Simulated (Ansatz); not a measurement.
One elementary step

Start structure (SiAsH$_{7}$SO, singlet), relaxed at PBE0-D4/def2-TZVP:

Si1  (0.133, -0.095, -1.463)
S2  (0.828, -1.540, -0.047)
H3  (-1.339, -0.267, -1.424)
H4  (0.554, 1.272, -1.096)
O5  (0.756, -0.328, -2.965)
H6  (0.342, 1.027, 2.605)
As7  (-1.050, 0.928, 2.004)
H8  (2.109, -1.138, -0.103)
H9  (0.669, -1.203, -3.348)
H10  (-1.331, -0.392, 2.703)
H11  (-1.671, 1.738, 3.136)
(Å)

The step: SiH₄SO ([OH][SiH2][SH]) + AsH₃ → SiAsH₅O ([OH][SiH2][AsH2]) + H₂S; bonds formed: Si1–As7, S2–H6; bonds broken: Si1–S2, H6–As7. Computed with Ansatz 0.2.0 (basis: def2-TZVPP and def2-QZVPP); correlated methods freeze the cores. Filled d shells of the heavier atoms are correlated. The def2 sets are not built for correlating such inner shells, so the correlated values are less sure here. Extrapolation: Hartree–Fock as exp(−7.88 √X), correlation as X^−2.97. Energies below are by CCSD(T) at an estimated basis limit (MP2 extrapolated from triple and quadruple zeta, plus CCSD(T) − MP2 in triple zeta).

(1) What are the electronic barrier and the energy of the step, from the start structure to the end structure? (Judge from chemistry; the value comes from the calculation.)

The T1 diagnostic stays at or below 0.013.

Answers

(1) The calculation gives: Barrier 226.8 kJ/mol; step energy 42.7 kJ/mol (uphill); reverse barrier, their difference, 184.1 kJ/mol. Barrier and step energy count from the start structure, the reverse barrier from the end structure.

The saddle point: One imaginary mode of 809i cm⁻¹.
| pair | start (Å) | saddle (Å) | end (Å) |
| --- | --- | --- | --- |
| Si1–As7 | 3.80 | 2.55 | 2.37 |
| S2–H6 | 3.72 | 1.63 | 1.34 |
| Si1–S2 | 2.14 | 2.34 | 3.77 |
| H6–As7 | 1.52 | 1.99 | 4.51 |

Zero-point energy (harmonic, PBE0-D4): ZPE is 168.4 kJ/mol at the start and 168.3 kJ/mol at the saddle, so the barrier goes from 226.8 to 226.7 kJ/mol.

Labels in which every atom is bracketed show which atoms are joined, not bond orders.

For scale, one of the runs: CCSD(T)/def2-TZVPP, 261 basis functions, launched by `ansatz run in.yaml --threads 8 --pin off --events-out ev --progress --plain --max-ram 19148MiB`. Time: 2.2 min of wall clock on 8 CPU threads of an Intel Xeon Platinum 8259CL; the host was shared. Peak host memory: 5.9 GiB.
